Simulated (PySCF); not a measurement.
**What settings do to a single point of [Gd(H2O)7]3+**

The sound run of [Gd(H2O)7]3+ (singlet in the valence; each metal's 4f electrons, 7 of them, lie in its core potential, out of spins and levels; a saddle point, relaxed within its symmetry) uses PySCF 2.14.0, RKS PBE, Gd lcecp-1-SVP with ECP53, O def2-SVP, H def2-SVP; non-relativistic Hamiltonian with scalar-relativistic core potentials where named; density fitting; no spin-orbit coupling, grid (50, 194), threshold 1e-8 Eh and 55 cycles, at the relaxed geometry:

```xyz
22

Gd    0.0002    0.0000    0.0000
O    -0.0032    0.0000    2.4148
H     0.7675    0.0000    3.0301
H    -0.7757    0.0000    3.0278
O    -0.0032    0.0000   -2.4148
H     0.7675    0.0000   -3.0301
H    -0.7757    0.0000   -3.0278
O     2.4736    0.0000    0.0000
H     3.0865    0.0000    0.7687
H     3.0865    0.0000   -0.7687
O     0.7598    2.3375    0.0000
H     0.9268    2.9211    0.7732
H     0.9268    2.9211   -0.7732
O    -1.9942    1.4532    0.0000
H    -2.4657    1.8413    0.7705
H    -2.4657    1.8413   -0.7705
O    -1.9942   -1.4532    0.0000
H    -2.4657   -1.8413    0.7705
H    -2.4657   -1.8413   -0.7705
O     0.7598   -2.3375    0.0000
H     0.9268   -2.9211    0.7732
H     0.9268   -2.9211   -0.7732
```

There Gd1 has a Mulliken charge of 0.95 e and the dipole about the centre of mass is 0.01 D. Each run below changes one thing and starts from free metal ions and neutral atoms unless it says otherwise; with 55 cycles, smearing, a level shift and second-order steps follow where DIIS fails, and their cycles count. Energy shifts count from the sound run. On f atoms grids over 110 angular points are at least (60, 302).

| change | outcome | cycles | energy shift (eV) | largest force component (eV/Å) | charge on Gd1 (e) | dipole about the centre of mass (D) |
| --- | --- | --- | --- | --- | --- | --- |
| start from the bare core Hamiltonian, limit 62 cycles | converged | 13 | 0.0000 | 0.00 | 0.95 | 0.01 |
| threshold 0.0001 | converged | 8 | 0.0001 | 0.01 | 0.95 | 0.01 |

(1) One further run converged with energy shift (eV) 5.03, largest force component (eV/Å) 3.39, charge on Gd1 (e) 1.19, dipole about the centre of mass (D) 0.01. Which change was it?
A. grid (30, 86)
B. all coordinates × 1.12
C. O14 put 0.8 Å from Gd1, limit 78 cycles

(2) And the other changes listed?

Unsound on purpose, so not properties of the compound: O14 put 0.8 Å from Gd1, limit 78 cycles.

Forces carry noise of the integration grid, about 0.01 to 0.03 eV/Å.

An lcecp potential fixes the number of 4f electrons, so in runs with it no electron can move into or out of that shell.

## Answers

(1) B.

(2) 
| change | outcome | cycles | energy shift (eV) | largest force component (eV/Å) | charge on Gd1 (e) | dipole about the centre of mass (D) |
| --- | --- | --- | --- | --- | --- | --- |
| grid (30, 86) | converged | 10 | 0.10 | 0.14 | 0.95 | 0.02 |
| O14 put 0.8 Å from Gd1, limit 78 cycles | converged | 13 | 169.05 | 672.45 | 0.86 | 1.16 |
